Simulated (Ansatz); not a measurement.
O4W (SMILES [O]=[W-2](=[O])(=[O])=[O]), charge -2, singlet, at a GFN2-xTB geometry (such geometries of metal compounds can be far from the true shape) (core potentials on W) (a gas-phase anion, which may not be bound at this level).

The Ansatz (a program for electronic structure) input:
Ansatz 0.2 input:
```yaml
crystal:
  periodic: [false, false, false]
  atoms:
    - {symbol: W, position_ang: [0.00000000, -0.00000000, -0.00000000]}
    - {symbol: O, position_ang: [1.22151270, 0.75059407, -1.05310996]}
    - {symbol: O, position_ang: [0.81207991, -0.92511978, 1.28421374]}
    - {symbol: O, position_ang: [-1.02182507, -1.09275821, -0.96243355]}
    - {symbol: O, position_ang: [-1.01176754, 1.26728392, 0.73132977]}
basis:
  gaussian:
    orbitals: def2-SV_P_.json
hamiltonian:
  xc: revpbe
total_charge: -2
```
The basis file holds def2-SV(P) in the JSON format of the Basis Set Exchange.

Problem. Predict the total energy from REVPBE/def2-SV(P) (Ansatz).

Solution. -367.853784 Ha

Problem. Give the number of basis functions at the level REVPBE/def2-SV(P).

Solution. 81

A gas-phase anion may not be bound at this level; its values then depend on the basis.
